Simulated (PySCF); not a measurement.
SMILES Cc1cccc([SeH])c1 (GFN2-xTB optimised geometry):

```
16

C     -1.952    -1.931    -0.023
C     -1.197    -0.636     0.000
C     -1.870     0.580    -0.001
C     -1.169     1.774     0.000
C      0.213     1.772     0.000
C      0.890     0.560     0.000
Se     2.808     0.592     0.003
C      0.191    -0.636     0.000
H     -1.399    -2.713     0.492
H     -2.927    -1.819     0.445
H     -2.107    -2.250    -1.055
H     -2.950     0.591     0.000
H     -1.702     2.713     0.001
H      0.767     2.701     0.001
H      2.950    -0.849     0.006
H      0.727    -1.576     0.001
```

Computed with CAM-B3LYP/def2-TZVP (PySCF).

**Question.** What are the frontier orbital energies and the dipole moment?

**Answer.** HOMO-2 -9.48 eV, HOMO-1 -8.45 eV, HOMO -7.36 eV, LUMO 0.73 eV, LUMO+1 0.84 eV; dipole moment 1.50 D.

Meta-Löwdin charges at CAM-B3LYP/def2-TZVP: C1 -0.34, C2 0.04, C3 -0.14, C4 -0.10, C5 -0.14, C6 -0.07, Se7 0.03, C8 -0.15, H9 0.12, H10 0.12, H11 0.13, H12 0.11, H13 0.12, H14 0.12, H15 0.05, H16 0.11.
